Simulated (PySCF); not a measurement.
# A thermochemical cycle for SbH

r²SCAN in PySCF with def2-TZVPPD on every atom (core potentials on Sb), for the lowest determinant that a PBE0 search found; no spin–orbit coupling. SbH, a triplet (π ↑↑), has De = 2.66 eV to neutral atoms, and SbH⁺, a doublet (π ↑), has De = 2.79 eV to Sb⁺ + H.

At the same level the Sb atom ionises at 9.16 eV.

What is the adiabatic ionisation energy of the molecule, and does ionisation strengthen or weaken the bond?

IE = IE(Sb) + De(neutral) − De(ion) = 9.16 + 2.66 − 2.79 = 9.03 eV. De changes by +0.13 eV, so ionisation strengthens the bond.

Spin–orbit coupling is left out, which matters for elements this heavy, above all for dissociation energies. For an ion De counts to the pair picked by the measured ionisation energies or electron affinities, which need not be the lowest pair at this level. States were picked by a PBE0 search and need not be the measured ground states.
